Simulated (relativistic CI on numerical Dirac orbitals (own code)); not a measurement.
**S4+: computed level list**

Calculated at this level of theory: Dirac-Coulomb-Breit CI, orbitals from a KLI potential per configuration, a model potential for QED, valence Slater integrals scaled by 0.85, P86 correlation energy added to each configuration (own radial code, finite nucleus).

Configuration list (outside the closed core [Ne]): 3s², 3s3p, 3p², 3s3d, 3d², 3p3d, 3p4s, 3s4s, 3s4p, 3s4d, 3s4f, 3d4s, 3s5s, 3s5p, 3s5d, 4s², 3s5f, 3s5g, 3s6s, 3s6p, 3s6d. Levels of other configurations are missing.

| No. | Configuration | Term | J | E (cm⁻¹) | % | Landé g |
| --- | --- | --- | --- | --- | --- | --- |
| 1 | 3s² | ¹S | 0 | 0 | 97 |  |
| 2 | 3s3p | ³P° | 0 | 81648 | 100 |  |
| 3 | 3s3p | ³P° | 1 | 82006 | 100 | 1.501 |
| 4 | 3s3p | ³P° | 2 | 82749 | 100 | 1.501 |
| 5 | 3s3p | ¹P° | 1 | 123765 | 97 | 1.000 |
| 6 | 3p² | ¹D | 2 | 194023 | 76 | 1.003 |
| 7 | 3p² | ³P | 0 | 199150 | 99 |  |
| 8 | 3p² | ³P | 1 | 199546 | 99 | 1.501 |
| 9 | 3p² | ³P | 2 | 200309 | 99 | 1.498 |
| 10 | 3p² | ¹S | 0 | 232962 | 94 |  |
| 11 | 3s3d | ³D | 2 | 235103 | 100 | 1.167 |
| 12 | 3s3d | ³D | 1 | 235104 | 100 | 0.499 |
| 13 | 3s3d | ³D | 3 | 235106 | 100 | 1.334 |
| 14 | 3s3d | ¹D | 2 | 270868 | 75 | 1.000 |
| 15 | 3s4s | ³S | 1 | 312007 | 100 | 2.002 |
| 16 | 3s4s | ¹S | 0 | 321688 | 100 |  |
| 17 | 3p3d | ³F° | 2 | 323645 | 99 | 0.668 |
| 18 | 3p3d | ³F° | 3 | 324050 | 99 | 1.083 |
| 19 | 3p3d | ³F° | 4 | 324570 | 99 | 1.250 |
| 20 | 3p3d | ¹D° | 2 | 328417 | 99 | 0.998 |
| 21 | 3p3d | ³P° | 2 | 344519 | 96 | 1.490 |
| 22 | 3p3d | ³P° | 1 | 344896 | 96 | 1.471 |
| 23 | 3p3d | ³P° | 0 | 345144 | 99 |  |
| 24 | 3p3d | ³D° | 1 | 346777 | 97 | 0.529 |
| 25 | 3p3d | ³D° | 2 | 346935 | 97 | 1.177 |
| 26 | 3p3d | ³D° | 3 | 347040 | 100 | 1.334 |
| 27 | 3s4p | ³P° | 0 | 348969 | 99 |  |
| 28 | 3s4p | ³P° | 1 | 349061 | 96 | 1.487 |
| 29 | 3s4p | ³P° | 2 | 349322 | 99 | 1.501 |
| 30 | 3s4p | ¹P° | 1 | 349941 | 90 | 1.014 |
| 31 | 3p3d | ¹F° | 3 | 368895 | 88 | 1.000 |
| 32 | 3p3d | ¹P° | 1 | 381624 | 92 | 1.000 |
| 33 | 3s4d | ³D | 1 | 396777 | 100 | 0.499 |
| 34 | 3s4d | ³D | 2 | 396778 | 100 | 1.167 |
| 35 | 3s4d | ³D | 3 | 396781 | 100 | 1.334 |
| 36 | 3s4d | ¹D | 2 | 399528 | 99 | 1.000 |
| 37 | 3s4f | ³F° | 2 | 414250 | 99 | 0.666 |
| 38 | 3s4f | ³F° | 3 | 414253 | 99 | 1.083 |
| 39 | 3s4f | ³F° | 4 | 414257 | 99 | 1.251 |
| 40 | 3p4s | ³P° | 0 | 420342 | 99 |  |
| 41 | 3p4s | ³P° | 1 | 420683 | 98 | 1.495 |
| 42 | 3s4f | ¹F° | 3 | 421443 | 88 | 1.000 |
| 43 | 3p4s | ³P° | 2 | 421535 | 99 | 1.501 |
| 44 | 3p4s | ¹P° | 1 | 425666 | 83 | 1.005 |
| 45 | 3s5s | ³S | 1 | 428784 | 100 | 2.002 |

Energies count from the lowest computed level; ° marks odd parity.

The mean weight of the leading LS term, summed over parents, in these 45 levels is 97 %, and that of the leading jj configuration (from the same eigenvectors) 77 %, so LS coupling describes them better.

At this charge configurations can still be misplaced by up to about 7 % of their energy. 62 of the 69 excited levels that our extract of the measured tables holds in this range could be paired (the sources list more); they are missed by 1319 cm⁻¹ on average and 3458 at most, and levels without a partner can miss by more.
